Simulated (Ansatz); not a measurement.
Calculated with Ansatz (gas phase, PBE0-D4/def2-TZVP geometries, no zero-point term in ΔE). CBS: MP2 limit from def2 TZ/QZ plus the TZ coupled-cluster correction, frozen cores. Functionals use def2-TZVPP. B3LYP here is the variant with VWN-RPA as its local correlation; programs differ in this. Elements past krypton have def2 core potentials. For Sb outer-core shells are correlated without core-valence functions, which leaves a few kJ/mol of doubt a bond. Each species was taken in one conformer, which may not be the lowest.

Consider the cleavage of the Si–Sb bond: `[CH3][Sb]([CH3])[SiH3]` + `[OH][AlH][CH2]F` → `F[CH2][AlH][O][SiH3]` + `[CH3][SbH][CH3]`.

`[CH3][Sb]([CH3])[SiH3]`:

Cartesian coordinates in Å:
```
C -0.814 1.526 0.809
Sb 0.569 0.909 -0.739
C 1.796 -0.301 0.573
Si -0.890 -1.084 -1.450
H -1.114 0.675 1.420
H -0.324 2.271 1.436
H -1.695 1.976 0.351
H 1.174 -0.926 1.214
H 2.455 -0.932 -0.024
H 2.405 0.361 1.189
H -1.321 -1.867 -0.256
H -2.107 -0.615 -2.167
H -0.134 -1.992 -2.357
```

`[OH][AlH][CH2]F`:

Z-matrix (Å, degrees):
```
C
Al 1 1.975
F 1 1.401 2 110.2
H 1 1.097 2 112.4 3 -120.2
H 1 1.097 2 112.4 3 120.2
O 2 1.696 1 114.3 3 179.8
H 2 1.582 1 124.2 3 -0.1
H 6 0.955 2 124.3 1 180.0
```

`F[CH2][AlH][O][SiH3]`:

Cartesian coordinates in Å:
```
F 0.033 0.202 2.108
C -0.955 1.020 1.550
Al -0.987 0.831 -0.419
O 0.113 -0.225 -1.129
Si 1.329 -1.309 -1.152
H -1.913 0.748 2.011
H -0.753 2.051 1.867
H -1.998 1.627 -1.334
H 2.569 -0.710 -0.589
H 0.968 -2.513 -0.358
H 1.593 -1.722 -2.555
```

`[CH3][SbH][CH3]`:

```xyz
10

C     1.577   -0.274    0.161
Sb   -0.230    0.094    1.283
C    -1.551   -0.113   -0.412
H     1.637   -1.339   -0.068
H     2.444    0.005    0.761
H     1.576    0.298   -0.766
H    -0.115    1.798    1.130
H    -1.632   -1.170   -0.667
H    -2.541    0.261   -0.152
H    -1.165    0.439   -1.268
```

CCSD(T)/CBS gives -71.5 kJ/mol.

Question: Another level gave -79.7 kJ/mol. Which?
A. PBE0-D4/def2-TZVPP
B. PBE/def2-TZVPP
C. B3LYP/def2-TZVPP
D. B3LYP-D4/def2-TZVPP

Answer: C. B3LYP -79.7, B3LYP-D4 -75.0, PBE0-D4 -60.3, PBE -55.0 kJ/mol.

Largest T1 diagnostic among the species: 0.012.

The D4 term adds +4.8 kJ/mol with B3LYP and +2.6 kJ/mol with PBE0; it sums over pairs of atoms, weighted by their polarisabilities, and B3LYP, whose exchange is more repulsive, gets the larger term. From PBE to PBE0 (25 % exact exchange), in def2-TZVPP and without D4, ΔE moves by −8.0 kJ/mol.
